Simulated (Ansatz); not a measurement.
`F[B]([SiH3])[AlH][AsH2]` + `O[SiH3]` → `[SiH3]O[AsH2]` + `F[B]([AlH2])[SiH3]`  (cleavage of the As–Al bond)

Gas-phase electronic energies from Ansatz, PBE0-D4/def2-TZVP geometries. CCSD(T)/CBS is the MP2 limit (def2-TZVPP, def2-QZVPP) plus CCSD(T) − MP2 in def2-TZVPP, frozen cores. DFT in def2-TZVPP. For As outer-core shells are correlated without core-valence functions, which leaves a few kJ/mol of doubt a bond. Scalar relativity is left out up to krypton. One conformer a species, not always the lowest.

`F[B]([SiH3])[AlH][AsH2]`:

Cartesian coordinates in Å:
```
F -0.960 -0.664 2.319
B -0.699 -0.123 1.131
Si -0.204 1.864 1.058
Al -0.702 -1.338 -0.660
As 1.383 -2.331 -1.443
H -0.844 2.475 -0.143
H 1.272 1.946 0.847
H -0.561 2.667 2.260
H -2.013 -1.605 -1.523
H 1.143 -1.780 -2.842
H 2.184 -1.112 -1.005
```

`O[SiH3]`:

Cartesian coordinates in Å:
```
O 0.308 0.994 -0.748
Si -0.185 -0.338 0.087
H 0.917 1.593 -0.316
H 0.962 -1.215 0.450
H -1.107 -1.065 -0.816
H -0.894 0.031 1.343
```

`[SiH3]O[AsH2]`:

```xyz
8

Si   -0.104   -1.281   -0.346
O    -0.299    0.139    0.459
As    0.473    1.704    0.027
H     1.329   -1.685   -0.384
H    -0.593   -1.176   -1.748
H    -0.894   -2.300    0.385
H    -0.801    2.538    0.155
H     0.889    2.060    1.454
```

`F[B]([AlH2])[SiH3]`:

Cartesian coordinates in Å:
```
F -0.227 1.419 1.636
B 0.010 0.541 0.663
Al 1.972 -0.371 0.490
Si -1.519 0.091 -0.625
H 3.102 0.300 -0.409
H 2.290 -1.767 1.187
H -1.840 -1.357 -0.461
H -2.769 0.883 -0.460
H -1.019 0.261 -2.022
```

```json
{"level": "LDA (SPW92)", "ΔE (kJ/mol)": "110.7"}
{"level": "B2PLYP", "ΔE (kJ/mol)": "91.2"}
{"level": "MP2/def2-SVP", "ΔE (kJ/mol)": "94.8"}
{"level": "HF/def2-TZVPP", "ΔE (kJ/mol)": "78.9"}
```

What does CCSD(T)/CBS give? (Best estimate.)

Computed: +100.0 kJ/mol. The listed levels differ from it by 10.7, -8.8, -5.2, -21.1 kJ/mol.

Largest T1 diagnostic among the species: 0.015.

Leaving LDA and LC-ωPBE aside and taking each functional with its dispersion term where it has one, the values, not all of them listed here, spread over 30.2 kJ/mol, from B97M-V to HSE06-D4. LDA lies +6.7 kJ/mol from PBE without D4. At CCSD(T), def2-SVP lies −9.6 kJ/mol from the extrapolated value and def2-TZVPP −4.5 kJ/mol. From r2SCAN to r2SCAN0 (25 % exact exchange), in def2-TZVPP and without D4, ΔE moves by +3.6 kJ/mol.
